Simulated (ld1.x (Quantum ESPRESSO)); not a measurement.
**C (Z = 6), TM: configuration errors across variants**

```json
{"Element": "C", "Generator": "ld1.x (Quantum ESPRESSO) 7.5", "Type": "norm-conserving Troullier–Martins (Kleinman–Bylander form)", "Functional": "PBE", "Relativity": "scalar-relativistic", "Frozen core": "[He]", "Valence charge": "4", "Reference configuration": "2s1.5 2p2.5", "Partial waves": "2p (bound): rc 1.85 bohr; 2s (bound): rc 1.00 bohr", "Local potential": "the s channel", "Core correction": "a·sin(br)/r model core inside 0.75 bohr"}
```

All-electron excitation energies from the reference (eV): (1) 2s2 2p2 -4.236; (2) 2s2 2p1 6.626; (3) 2s2 2p0 30.782; (4) 2s1 2p2 15.379; (5) 2s1 2p3 4.242; (6) 2s1 2p0 78.976; (7) 2s2 2p1.5 -0.273.

2 further variants failed, have other tests or too few solved ones, and are left out.

A true bound ghost makes a file unfit for plane-wave use even where its test errors are small: the radial tests pick states by their node count and pass the ghost by.

Errors AE − PS in meV (a dash: test not solved or not reliable):

| change | (1) | (2) | (3) | (4) | (5) | (6) | (7) | bound ghosts |
| --- | --- | --- | --- | --- | --- | --- | --- | --- |
| base | +0.3 | +33 | +243 | -6.9 | +0.4 | +524 | +8.0 | none |
| wave 2p (bound): rc 1.85 bohr becomes 2p (bound): rc 1.32 bohr | +2.0 | +13 | +97 | -0.8 | +2.1 | +220 | +4.8 | none |
| core correction none | +0.4 | +37 | +284 | -7.7 | +0.1 | +606 | +9.2 | none |
| wave 2s (bound): rc 1.00 bohr becomes 2s (bound): rc 1.44 bohr | +0.7 | +42 | +296 | -6.0 | +0.8 | +580 | +11 | none |
| type TM semilocal; local potential the p channel | +0.3 | +29 | +243 | -14 | +0.4 | +524 | +7.2 | none |
| type PAW; waves now 2s (bound): rcut 0.85, rcutus 1.00 bohr; 2s channel at -0.4 Ry: rcut 0.85, rcutus 1.00 bohr; 2p (bound): rcut 1.60, rcutus 1.85 bohr; 2p channel at 0.55 Ry: rcut 1.60, rcutus 1.85 bohr; local potential all-electron potential smoothed inside 1.30 bohr (lloc = -2); augmentation PSQ, inside the norm-conserving radii | 0.0 | -0.4 | -3.3 | -1.1 | -0.2 | -17 | -0.2 | s |
| wave 2s (bound): rc 1.00 bohr becomes 2s (bound): rc 0.86 bohr | +0.5 | +34 | +251 | -6.7 | +0.7 | +531 | +8.5 | none |

**Question.** Give the same row for: all radii but the core radius scaled by about 1.35 (s 1.36, p 2.50 bohr).

**Answer.** -3.8, +109, +741, -21, -3.7, +1461, +24; bound ghosts: none.
